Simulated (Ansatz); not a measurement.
Born–Oppenheimer molecular dynamics of BBrCl$_{2}$FH (6 atoms, charge 0, multiplicity 1). It starts at the highest image of a converged band, a first-order saddle point between two minima.

These are results of RKS PBE-D4/def2-SVP in Ansatz 0.2.0, not measurements.

```json
{"ensemble": "NVE (velocity Verlet)", "time step": "0.5 fs", "steps asked": "200", "starting velocities drawn for": "300 K", "seed": "7779"}
```

First frame:

```xyz
6
Properties=species:S:1:pos:R:3
B 0.016 -0.302 -0.033
F 0.013 0.125 1.494
Cl 1.538 0.181 -0.791
Cl -1.534 0.108 -0.777
Br 0.070 -2.390 0.654
H 0.041 -1.005 1.706
```

(1) How far do the bonds stretch over the last three quarters of this one trajectory? (Pairs bonded in most of those frames.)

## Answers

(1) 
```tsv
bond	mean (Å)	spread (Å)	shortest	longest
B1–F2	1.331	0.029	1.28	1.38
B1–Cl3	1.756	0.018	1.73	1.79
B1–Cl4	1.760	0.022	1.72	1.80
Br5–H6	1.448	0.032	1.40	1.49
```

Mean temperature of the second half: 1927 K. The conserved energy stayed within 0.068 meV per atom of its start (net change 0.013 meV per atom), so the integration is sound. The kinetic energy rose, since the run started high on the potential surface and went downhill. It ends in pieces (BCl2F + BrH), so much of that is their flight and rotation, not heat. A run of 0.1 ps of so small a system gives no equilibrium averages. The orbitals stay closed-shell, which can raise the energy where a bond breaks towards radicals; this wasn't checked here.

The run took 5.4 min on 2 threads of Arm Neoverse V2, with other jobs on the host, peak memory 0.14 GiB.
